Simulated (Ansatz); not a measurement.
Reactions of C₂H₆F₂Sn, SMILES `[CH3][Sn]([CH3])([F])[F]`.

Isolated molecules relaxed with PBE0-D4/def2-TZVP in Ansatz; ΔE leaves out vibrations. CCSD(T)/CBS adds triple-zeta CCSD(T) − MP2 to the extrapolated MP2 energy (def2 sets, frozen cores). This one scheme is used for every species. Functionals use def2-TZVPP. B3LYP here is the variant with VWN-RPA as its local correlation; programs differ in this. Elements past krypton have def2 core potentials. For Sn outer-core shells are correlated without core-valence functions, which leaves a few kJ/mol of doubt a bond. Each species was taken in one conformer, which may not be the lowest.

```
                                                             reaction  B3LYP-D4 (kJ/mol)  ωB97M-V (kJ/mol)
`[CH3][Sn]([CH3])([F])[F]` + `C#N` → `[CH3][Sn]([F])([F])[C]#N` + CH₄                -19               -19
    `[CH3][Sn]([CH3])([F])[F]` + H–F → `[CH3][Sn]([F])([F])[F]` + CH₄                -70               -66
                       `[CH3][Sn]([CH3])([F])[F]` → `FC[CH](F)[SnH3]`                351               349
 `[CH3][Sn]([CH3])([F])[F]` + HCl → `[CH3][Sn]([CH3])([F])[Cl]` + H–F                -29               -30
`[CH3][Sn]([CH3])([F])[F]` + SiH₄ → `[CH3][Sn]([F])([F])[SiH3]` + CH₄                -45               -38
```

Give the CCSD(T)/CBS values in the same order. (An estimate is asked.)

Computed: -17, -59, 375, -35, -36 kJ/mol.

Largest T1 diagnostic: 0.014, for `C#N`.
